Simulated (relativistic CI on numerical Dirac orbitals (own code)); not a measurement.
# Cr⁵⁺: K-beta X-ray emission

Computed with this model: Dirac-Coulomb-Breit CI, orbitals from a KLI potential per configuration, model QED (radiative potential, 1s self-energy scaled to tabulated hydrogen-like ionisation energies), multiplet model of X-ray emission after core ionisation, unscaled Slater integrals; configurations [Ar] 3d → 1s 2s2 2p6 3s2 3p6 3d → [Ne] 3s2 3p5 3d; 300 K; Lorentzian 1.6 eV and Gaussian 1 eV FWHM. Energies are those of the free ion, without screening or charge transfer. S is read from ⟨S²⟩ = S(S + 1).

Field parameters in Wybourne normalisation: D4h B²₀ = −7Ds, B⁴₀ = 21(Dq − Dt), B⁴₄ = 21√(5/14) Dq; Td as Oh with Dq negative (B⁴₀ = 21Dq, B⁴₄ = √(5/14) B⁴₀). The field is a parameter set, without covalency.

free ion: ground-state S = 0.50, centroid 5955.62 eV. Peaks (eV, height): 5937.6 (11), 5954.0 (90), 5957.4 (100).

Td, 10Dq = -19950 cm⁻¹: ground-state S = 0.50, centroid 5955.41 eV. Peaks (eV, height): 5936.2 (12), 5953.4 (81), 5956.6 (97), 5958.8 (100).

Td, 10Dq = -16300 cm⁻¹: ground-state S = 0.50, centroid 5955.41 eV. Peaks (eV, height): 5936.4 (13), 5953.6 (93), 5956.6 (100), 5958.8 (100).

D4h, 10Dq = 18900, Ds = 90, Dt = 100 cm⁻¹: ground-state S = 0.50, centroid 5955.70 eV. Peaks (eV, height): 5936.6 (10), 5954.2 (87), 5957.4 (100).

Strongest unbroadened transitions for free ion:

```tsv
Energy (eV)	Relative strength
5937.56	20.5
5953.56	34.8
5953.75	1.1
5953.83	7.4
5953.97	10.9
5953.99	40.4
5954.01	1.3
5954.23	81.4
5954.52	1.2
5957.24	2.9
5957.26	86.7
5957.60	100.0
5958.10	2.3
5959.38	11.0
5959.40	1.8
5959.80	26.4
5959.82	17.8
5960.02	19.5
```
